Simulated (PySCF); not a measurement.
benzoquinone (C6H4O2), SMILES C1(=O)C=CC(=O)C=C1. Atoms are numbered in the order given.

```xyz
12

O      0.0000     0.0000     2.6598
C      0.0000     0.0000     1.4457
C      0.0000    -1.2653     0.6710
C      0.0000    -1.2653    -0.6710
C      0.0000     0.0000    -1.4457
O      0.0000     0.0000    -2.6598
C      0.0000     1.2653    -0.6710
C      0.0000     1.2653     0.6710
H      0.0000    -2.1848     1.2620
H      0.0000    -2.1848    -1.2620
H      0.0000     2.1848    -1.2620
H      0.0000     2.1848     1.2620
```
Charge 0, spin multiplicity 1.

Coordinates come from a PBE0-D3(BJ)/def2-SVP optimisation.

Two levels are set side by side: PBE/pcSseg-1 (PySCF) and HF/pcSseg-1 (PySCF). GIAO shifts against H2O (¹⁷O), TMS (¹H), TMS (¹³C) at the same level; non-relativistic, no solvent, atoms listed together averaged. Differences are taken from unrounded values.

```
quantity                             HF
--------------------------------  -----
δ(¹⁷O) of O1, O6 (ppm)            712.5
δ(¹³C) of C2, C5 (ppm)            191.7
δ(¹³C) of C3, C4, C7, C8 (ppm)    145.9
δ(¹H) of H9, H10, H11, H12 (ppm)   7.27
```

Question: What does PBE give, and how far is it from HF? (The exact figures need the calculation; the answer reports its results.)

Answer: 
```json
[
 {"quantity": "δ(¹⁷O) of O1, O6 (ppm)", "PBE": "804.8", "PBE minus HF": "92.3"},
 {"quantity": "δ(¹³C) of C2, C5 (ppm)", "PBE": "194.5", "PBE minus HF": "2.8"},
 {"quantity": "δ(¹³C) of C3, C4, C7, C8 (ppm)", "PBE": "139.3", "PBE minus HF": "-6.6"},
 {"quantity": "δ(¹H) of H9, H10, H11, H12 (ppm)", "PBE": "6.70", "PBE minus HF": "-0.57"}
]
```

Rough cost on one machine, each run with all the roots and properties that it gave: HF against PBE within a factor of 2.
